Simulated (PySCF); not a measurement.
Compound: selenate ion, SeO4 (charge -2).
SMILES with atom numbers: `[O:1]=[Se:2](=[O:3])([O-:4])[O-:5]`

Method: PBE0-D3(BJ)/def2-SVP geometry optimisation, gas phase (PySCF).

What internal coordinates does the optimisation give?

| bond | length (Å) |
| --- | --- |
| O1=Se2 and 3 like bonds | 1.656 |

Bonds in one row agree within 0.01 Å and their mean is given. A selection of angles:
| angle | degrees |
| --- | --- |
| O1–Se2–O3 | 109.4 |

All 4 O–Se bonds measure 1.655 to 1.656 Å. Se2 (selenium bonded to 4 O) is tetrahedral (angles from 109.4° to 109.5°).

Point group: Td (tolerance 0.08 Å). No PBE0-D3(BJ)/def2-SVP frequencies stand behind this structure, so it isn't proved a minimum. Whether so highly charged an anion holds all its electrons in the gas phase wasn't checked; a finite basis holds them in any case. The ion is multiply charged and computed without counter-ions or solvent.

Hardware: Arm Neoverse V1, one thread, no GPU, shared host with 32 logical CPUs at a one-minute load of 14. Cost: 14 s, 0.36 GiB resident at most. These figures are those of the optimisation.
